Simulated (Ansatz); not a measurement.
**Interaction energy ladder**

The pair of HBr (SMILES Br, atoms 1–2) and C₂H₂ (SMILES C#C, atoms 3–6), both closed shells, in one local arrangement (a lower one may exist), relaxed at PBE0-D4/def2-TZVP:

```json
{"atom": "Br1", "x (Å)": "0.2570", "y (Å)": "-1.0100", "z (Å)": "-2.5365"}
{"atom": "H2", "x (Å)": "0.1226", "y (Å)": "-0.4812", "z (Å)": "-1.2122"}
{"atom": "C3", "x (Å)": "-0.1670", "y (Å)": "0.9224", "z (Å)": "0.7096"}
{"atom": "C4", "x (Å)": "-0.0224", "y (Å)": "-0.1785", "z (Å)": "1.1602"}
{"atom": "H5", "x (Å)": "-0.2960", "y (Å)": "1.9032", "z (Å)": "0.3135"}
{"atom": "H6", "x (Å)": "0.1058", "y (Å)": "-1.1557", "z (Å)": "1.5654"}
```

Program: Ansatz 0.2.0. Basis: def2-TZVPPD, with def2-QZVPPD for the basis limit. Cores are frozen in the correlated methods. Filled d shells of the heavier atoms are correlated. The def2 sets are not built for correlating such inner shells, so the correlated values are less sure here. B3LYP uses VWN-RPA correlation. Extrapolation: Hartree–Fock as exp(−7.88 √X), correlation as X^−2.97. Interaction energies count from these two fragments, frozen as in the pair, with the counterpoise correction; negative means bound.

Q: What is the interaction energy by CCSD(T) at an estimated basis limit (MP2 extrapolated from triple and quadruple zeta, plus CCSD(T) − MP2 in triple zeta)? (To be estimated.)

A: Computed: -2.59 kcal/mol. Hartree–Fock alone gives -0.04 kcal/mol at the basis limit. It counts from the two fragments frozen as in the pair.

The same quantity by other methods in triple zeta, and each one's difference from that estimate:
```csv
method,E_int (kcal/mol),difference
PBE-D4,-3.40,-0.80
revPBE-D4,-2.98,-0.38
BLYP-D4,-2.74,-0.15
r2SCAN-D4,-3.06,-0.46
B97M-V,-2.72,-0.12
PBE0-D4,-3.20,-0.61
B3LYP-D4,-2.80,-0.21
HSE06-D4,-3.22,-0.62
wB97X-V,-2.53,0.06
wB97M-V,-2.53,0.07
B2PLYP,-1.83,0.76
HF,-0.05,2.54
MP2,-2.65,-0.06
CCSD,-1.62,0.97
CCSD(T),-2.00,0.60
```
Differences are method less estimate.

Basis-set superposition shift (counterpoise-corrected less uncorrected): CCSD(T) 0.76; MP2 0.79; HF 0.11; PBE0-D4 0.12; wB97M-V 0.11 kcal/mol.

The T1 diagnostic stays at or below 0.013.

For scale, one of the runs: CCSD(T)/def2-TZVPPD, 182 basis functions, launched by `ansatz run in.yaml --threads 2 --pin off --events-out ev --progress --plain --max-ram 5222MiB`. Hardware: 2 CPU threads of an Arm Neoverse V1, shared host. Wall time 76 s; peak host memory 1.8 GiB.
